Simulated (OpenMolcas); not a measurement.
Pr3+ with its 8 nearest fluoride ions at 2.523 Å, on the Ba site of BaF2 (a = 6.2001 Å, distance in the model lattice 2.685 Å). The rest of the host is ab initio model potentials to 7.6 Å and point charges beyond; the distance is set by hand and nothing relaxes, and no local charge compensation is placed. Ligand basis ANO-RCC-VDZP.
```
Pr    0.0000    0.0000    0.0000
F     1.4567    1.4567    1.4567
F     1.4567    1.4567   -1.4567
F     1.4567   -1.4567    1.4567
F     1.4567   -1.4567   -1.4567
F    -1.4567    1.4567    1.4567
F    -1.4567    1.4567   -1.4567
F    -1.4567   -1.4567    1.4567
F    -1.4567   -1.4567   -1.4567
```

- Program: OpenMolcas 26.06
- Method: CASSCF
- Basis: ANO-RCC-VDZP [7s6p4d2f1g]
- Scalar Hamiltonian: DKH2, point nucleus
- Active space: 2 electrons in 7 orbitals (4f)
- State averaging: 2S+1 = 3 even, 21 roots; 2S+1 = 1 even, 27 roots kept (CI in the orbitals of an earlier block)
- Spin-orbit coupling: state interaction with AMFI integrals over the reference wave functions

Problem. What is the spin-free ground state (labels of O, the rotations of Oh)?

Solution. 3T1, 3-fold in its orbital part, 100 % from free-ion H terms; it has the highest spin that f2 allows.

Problem. Where is the first state of the same spin?

Solution. 3E at 2.37 cm-1 above the ground state.

Problem. What are the lowest two levels with spin-orbit coupling?

Solution. A 3-fold level T2, then a 1-fold level A1 277.4 cm-1 above it. Their leading multiplicities are 3 (98 %) and 3 (98 %).

Problem. What is χT at 300 K, and how does it compare with the textbook value?

Solution. Hund's rules give f2 the level 3H4 with g = 0.800, so an isolated free-ion multiplet has χT = g² J(J+1) / 8 = 1.600 cm3 K/mol. The computed 1.510 at 300 K differs by -6 %, through the field's splitting, the mixing of terms and any other multiplet in reach.

Without dynamic correlation the ligand-field splitting of an f shell can come out too small, at times by half. A group larger than the point group allows holds several states that coincide in this model. The first state left out of the spin-orbit step lies near 62000 cm-1 above the lowest spin-free state of the reference (among the parities and spins computed), and the lists stop at four fifths of that energy or lower. No measured value stands beside these numbers; the geometry was set by hand and not optimised.
